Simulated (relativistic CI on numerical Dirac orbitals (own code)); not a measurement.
## Spin-allowed bands of a d2 ion in an octahedral site, by hand

Problem. Take Δ = 23100 cm⁻¹ and B = 450 cm⁻¹ for a d2 ion in an octahedral site. Calculate the three spin-allowed bands.

Working.
1. The terms of highest spin are 3F (energy 0) and 3P (15B = 6750 cm⁻¹). Here the F term splits into A2 at +1.2Δ = 27720, T2 at +0.2Δ = 4620 and T1 at −0.6Δ = -13860 cm⁻¹.
2. The two T1 states mix through the element 0.4Δ: H = [[-13860, 9240], [9240, 6750]], with roots ½(H₁₁ + H₂₂) ∓ ½√[(H₂₂ − H₁₁)² + 4H₁₂²] = ½(-7110) ∓ ½(27682) = -17396 and 10286 cm⁻¹.
3. The ground term is 3T1 at -17396 cm⁻¹.
4. Bands: 3T2 22016 cm⁻¹ (454 nm), 3T1(P) 27682 cm⁻¹ (361 nm), 3A2 45116 cm⁻¹ (222 nm).

Check. Exact diagonalisation of the whole d2 shell with these parameters gives 3T2 22016, 3T1 27682, 3A2 45116 cm⁻¹. The match is exact, since without spin-orbit coupling no other term has this spin. The ratio of the second band to the first, 1.257, depends on Δ/B = 51.3 alone, which is how a Tanabe-Sugano diagram is read.
